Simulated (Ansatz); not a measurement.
`[OH][Ge]([OH])([Cl])[Cl]` → `[OH][Ge]([Cl])[Cl]`• + `[OH]`•  (homolysis of the Ge–O bond)

Gas-phase electronic energies from Ansatz, PBE0-D4/def2-TZVP geometries. CBS: MP2 limit from def2 TZ/QZ plus the TZ coupled-cluster correction, frozen cores. This one scheme is used for every species. DFT in def2-TZVPP. HSE06 is defined as in plane-wave codes. No spin–orbit coupling; open shells (•) take unrestricted orbitals. For Ge outer-core shells are correlated without core-valence functions, which leaves a few kJ/mol of doubt a bond. Scalar relativity is left out up to krypton. One conformer a species, not always the lowest.

`[OH][Ge]([OH])([Cl])[Cl]`:

Z-matrix (Å, degrees):
```
Ge
O 1 1.743
Cl 1 2.116 2 107.1
O 1 1.752 2 107.4 3 121.5
Cl 1 2.133 2 112.4 3 -118.8
H 2 0.962 1 111.8 3 -157.2
H 4 0.961 1 113.3 2 160.8
```

`[OH][Ge]([Cl])[Cl]`•:

Z-matrix (Å, degrees):
```
Ge
O 1 1.769
Cl 1 2.147 2 105.2
Cl 1 2.167 2 108.1 3 118.1
H 2 0.963 1 112.0 3 -155.0
```

`[OH]`•:

```xyz
2

O     0.192   -0.215   -0.392
H    -0.192    0.215    0.392
```

**Question.** What is ΔE at CCSD(T)/CBS? (Best estimate.)

**Answer.** Computed: +4.75 eV.

**Question.** What do these levels give: revPBE-D4, PBE0-D4, ωB97M-V, r2SCAN0, HSE06, LC-ωPBE, MP2/def2-SVP, SCS-MP2/def2-TZVPP, HF/def2-QZVPP, MP2/def2-QZVPP, SCS-MP2/def2-QZVPP, CCSD/CBS(def2)? (Best estimate.)

**Answer.** Computed: revPBE-D4 4.23, PBE0-D4 4.41, ωB97M-V 4.54, r2SCAN0 4.31, HSE06 4.36, LC-ωPBE 4.55, MP2/def2-SVP 4.81, SCS-MP2/def2-TZVPP 4.82, HF/def2-QZVPP 3.27, MP2/def2-QZVPP 5.03, SCS-MP2/def2-QZVPP 4.89, CCSD/CBS(def2) 4.65 eV.

Largest T1 diagnostic among the species: 0.014.

From r2SCAN to r2SCAN0 (25 % exact exchange), in def2-TZVPP and without D4, ΔE moves by −0.05 eV: exact exchange takes away binding that semilocal exchange gives to molecules. Leaving LDA and LC-ωPBE aside and taking each functional with its dispersion term where it has one, the values, not all of them listed here, spread over 0.46 eV, from BLYP-D4 to PBE-QIDH. LDA lies +0.88 eV from PBE without D4, its usual overbinding. In def2-TZVPP, CCSD(T) changes the Hartree–Fock value by +1.36 eV (the triples alone add +0.10 eV) and MP2 by +1.70 eV; breaking electron pairs costs correlation energy, which Hartree–Fock lacks.
